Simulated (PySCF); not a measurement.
A species of formula C7H15OP has this rotational fingerprint, computed with PBE0/pcSseg-1 in PySCF (dipole) on a GFN2-xTB geometry, gas phase:

- Rotational constants: A = 1819, B = 1167, C = 998.4 MHz
- Dipole components: |μa| = 1.19 D, |μb| = 1.14 D, |μc| = 3.50 D
- Inertial defect: -204.65 u·Å²
- κ: -0.59

Question: Which candidate fits, each taken in the one conformer that was computed?
A. `[CH3:1][CH:2]([CH3:3])[P@@:4]1(=[O:5])[CH2:6][CH2:7][C@H:8]1[CH3:9]` with C1–C2–P4–O5 -64°, C2–P4–C6–C7 93°, P4–C6–C7–C8 18°, C6–C7–C8–C9 -146°, C2–P4–C8–C7 -90°
B. `[CH2:1]=[CH:2][CH2:3][P:4]([CH2:5][OH:6])[CH:7]([CH3:8])[CH3:9]` with C1–C2–C3–P4 101°, C2–C3–P4–C5 74°, C3–P4–C5–O6 -69°, P4–C5–O6–H -58°, C3–P4–C7–C8 74°
C. `[CH2:1]=[C:2]([CH3:3])[P:4]([CH3:5])[CH2:6][CH2:7][CH2:8][OH:9]` with C1–C2–P4–C5 11°, C2–P4–C6–C7 150°, P4–C6–C7–C8 58°, C6–C7–C8–O9 57°, C7–C8–O9–H 57°
D. `[CH3:1]/[CH:2]=[CH:3]\[P@:4]([CH3:5])(=[O:6])[CH2:7][CH2:8][CH3:9]` with C2–C3–P4–C5 166°, C3–P4–C7–C8 180°, P4–C7–C8–C9 -176°
E. `[CH3:1]/[CH:2]=[CH:3]/[P@@:4]([CH3:5])(=[O:6])[CH:7]([CH3:8])[CH3:9]` with C2–C3–P4–C5 -126°, C3–P4–C7–C8 175°
F. `[CH3:1][CH2:2][CH2:3][P:4]1[CH2:5][CH2:6][O:7][CH2:8][CH2:9]1` with C1–C2–C3–P4 -178°, C2–C3–P4–C5 -78°, C3–P4–C5–C6 -155°, P4–C5–C6–O7 65°, C5–C6–O7–C8 -66°, C6–O7–C8–C9 66°

Answer: A. It is CC(C)[P@@]1(=O)CC[C@H]1C, an asymmetric top, point group C1. The candidates at the same level (rigid rotor, commonest isotopes):

```
                  SMILES  A (MHz)  B (MHz)  C (MHz)  μa (D)  μb (D)  μc (D)  Δ (u·Å²)  point group                        rotor
          C=C(C)P(C)CCCO     2536    767.9    652.1    0.51    1.44    1.39    -82.38           C1               asymmetric top
CC(C)[P@@]1(=O)CC[C@H]1C     1819     1167    998.4    1.19    1.14    3.50   -204.65           C1               asymmetric top
          C=CCP(CO)C(C)C     1823    920.5    660.2    1.62    0.15    0.15    -60.67           C1               asymmetric top
 C/C=C/[P@@](C)(=O)C(C)C     2077    886.6    752.1    0.78    0.54    3.48   -141.47           C1               asymmetric top
             CCCP1CCOCC1     3216    689.6    624.5    1.13    0.12    0.30    -80.81           C1  near-prolate asymmetric top
    C/C=C\[P@](C)(=O)CCC     1856    860.6    721.4    0.22    0.34    3.52   -158.96           C1               asymmetric top
```

`C/C=C/[P@@](C)(=O)C(C)C` has C 25 % too low; `CCCP1CCOCC1` has A 77 % too high; `C=CCP(CO)C(C)C` has C 34 % too low; `C/C=C\[P@](C)(=O)CCC` has C 28 % too low; `C=C(C)P(C)CCCO` has A 39 % too high. No structure here is proved a minimum.
